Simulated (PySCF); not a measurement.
C₄H₉B.
Atom-mapped SMILES: `[BH2:1][CH2:2][CH2:3][CH:4]=[CH2:5]` (hydrogens: H6, H7 on B1; H8, H9 on C2; H10, H11 on C3; H12 on C4; H13, H14 on C5)

Computed, not measured: PBE0-D3(BJ)/def2-SVP geometry optimisation, gas phase in PySCF 2.14.0.

(1) Give the optimised bond lengths and angles.

Results:

(1) 
| bond | length (bohr) |
| --- | --- |
| B1–C2 | 2.941 |
| C2–C3 | 2.891 |
| C3–C4 | 2.827 |
| C4=C5 | 2.520 |
| B1–H6, B1–H7 | 2.290 |
| C2–H8, C2–H9 | 2.098 |
| C3–H10, C3–H11 | 2.086 |
| C4–H12 | 2.077 |
| C5–H13 | 2.066 |
| C5–H14 | 2.070 |

Bonds in one row agree within 0.02 bohr and their mean is given. A selection of angles:
| angle | degrees |
| --- | --- |
| C2–B1–H6 | 119.4 |
| C2–B1–H7 | 122.2 |
| H6–B1–H7 | 118.3 |
| B1–C2–C3 | 118.5 |
| B1–C2–H8 | 106.7 |
| B1–C2–H9 | 106.5 |
| C3–C2–H8 | 110.7 |
| H8–C2–H9 | 102.1 |
| C2–C3–C4 | 113.4 |
| C2–C3–H10 | 109.9 |
| C4–C3–H10 | 109.6 |
| H10–C3–H11 | 106.0 |
| C3–C4–C5 | 125.5 |
| C3–C4–H12 | 115.8 |
| C5–C4–H12 | 118.7 |
| C4–C5–H13 | 121.6 |
| C4–C5–H14 | 121.3 |
| H13–C5–H14 | 117.0 |

Torsions: B1–C2–C3–C4 180° (antiperiplanar); C2–C3–C4–C5 119° (anticlinal). The mirror-image conformer, all signs reversed, is as good.

B1 (three-coordinate boron) is planar (angles 122.2°, 119.4° and 118.3°, sum 360.0°, 0.00 Å off the plane of its three neighbours). Of the pairs four or more bonds apart, H10···H14 is among the closest relative to their van der Waals radii: 2.45 Å, 102 % of the sum of Bondi's values. The 3 C–C bonds span 1.334 Å (C4=C5, drawn double) to 1.530 Å (C2–C3, drawn single), a spread of 0.196 Å.

Point group: C1 (no symmetry element, even within 0.4 Å). PBE0-D3(BJ)/def2-SVP frequencies: not computed here. The numbers are those of one conformer (H–B1–C2–C3 179° and -1°, B1–C2–C3–C4 180°, C2–C3–C4–C5 119°).

The run took 20 s of wall time on an Intel Xeon 6975P-C with one thread, shared host, and the process peaked at 0.48 GiB of memory. This is the geometry optimisation.
